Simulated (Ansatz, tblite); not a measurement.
Removing an electron: cyclo-(F2GeSe)2 (Ge₂Se₂F₄). Total charge 0; singlet. Geometry: r2SCAN-D4/def2-SVP. Ansatz, gas phase; energy differences of separate SCF runs; the oxidised species was run as a doublet alone.

```xyz
8

Ge    0.0562   -1.4686   -0.0849
F     0.4220   -2.4653   -1.4443
F    -0.2275   -2.6355    1.1532
Se    1.7730    0.0423    0.4434
Ge   -0.0561    1.4686    0.0844
F    -0.4225    2.4608    1.4469
F     0.2267    2.6397   -1.1501
Se   -1.7717   -0.0419   -0.4485
```

The xTB rows come from tblite.

| level | −HOMO (eV) | vertical IE (eV) | −LUMO (eV) | HOMO–LUMO gap (eV) |
| --- | --- | --- | --- | --- |
| GFN1-xTB | 12.01 | 14.88 | 8.00 | 4.01 |
| GFN2-xTB | 11.85 | 14.42 | 9.43 | 2.42 |
| PBE-D4/def2-SVP | 6.97 | 9.76 | 3.64 | 3.34 |
| PBE0-D4/def2-SVP | 8.29 | 10.24 | 2.91 | 5.37 |

Relaxing the oxidised species (r2SCAN-D4/def2-SVP) changes its energy by -0.17 eV at PBE-D4/def2-SVP, so the adiabatic ionisation energy to this nearest minimum is 9.58 eV. At PBE0-D4/def2-SVP it is 9.99 eV.   Raw xTB energy differences between charge states are shifted by several eV; the methods need an empirical correction for them.
